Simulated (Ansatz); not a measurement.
Reaction (formal exchange of groups at the Si–B bond): `N[B]([SiH3])[GeH3]` + `Cl[B](Cl)[GeH3]` → `[SiH3][GeH2][B](Cl)Cl` + `N[BH][GeH3]`

Gas-phase electronic energies from Ansatz, PBE0-D4/def2-TZVP geometries. CCSD(T)/CBS is the MP2 limit (def2-TZVPP, def2-QZVPP) plus CCSD(T) − MP2 in def2-TZVPP, frozen cores. DFT in def2-TZVPP. B3LYP here is the variant with VWN-RPA as its local correlation; programs differ in this. For Ge outer-core shells are correlated without core-valence functions, which leaves a few kJ/mol of doubt a bond. Scalar relativity is left out up to krypton. Each species was taken in one conformer, which may not be the lowest.

| level | ΔE (kcal/mol) |
| --- | --- |
| PBE-D4 | -8.3 |
| r2SCAN | -8.8 |
| B3LYP | -8.9 |
| SCS-MP2/def2-TZVPP | -8.9 |
| MP2/def2-QZVPP | -9.5 |
| SCS-MP2/def2-QZVPP | -9.0 |
| HF/CBS(def2) | -8.9 |
| MP2/CBS(def2) | -9.7 |

**Question.** What does CCSD(T)/CBS give? (Best estimate.)

**Answer.** Ansatz gave: -8.9 kcal/mol. The listed levels differ from it by 0.6, 0.1, 0.0, 0.0, -0.6, -0.1, 0.0, -0.8 kcal/mol.

Largest T1 diagnostic among the species: 0.013.
